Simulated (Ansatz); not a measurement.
The cluster V2N2, relaxed as a singlet with RKS PBE-D4/def2-SVP in Ansatz, starting from the GFN2-xTB geometry. Force threshold 0.02 eV/Å.

The structure comes from a short search, and lower isomers may exist.

Start:

```xyz
4

V     0.4712   -0.1476    1.2255
V    -1.2608   -0.3763   -0.1162
N     0.5757   -0.2991   -0.6913
N     0.2139    0.8230   -0.4180
```

```
step  energy (eV)  largest force component (eV/Å)  SCF passes
   1  -54327.5004                           6.005          69
   2  -54328.3794                           2.831          40
   3  -54328.4578                           2.537          36
   4  -54328.6393                           0.952          40
   5  -54328.7488                           0.662          42
   6  -54328.7590                           0.068          36
   7  -54328.7591                           0.017          38
```

Force components are those of the run's own axes.

End:

```xyz
4

V     0.363   -0.159    1.132
V    -1.144   -0.359   -0.035
N     0.605   -0.409   -0.711
N     0.176    0.927   -0.386
```

By distances, no bond broke or formed. The bond that changes most is N3–N4, from 1.21 to 1.44 Å (atoms count from 1).

No frequencies were taken in this run, so the end may be a saddle point.

Run time 10 s (4 threads of Arm Neoverse V1 on a shared host).
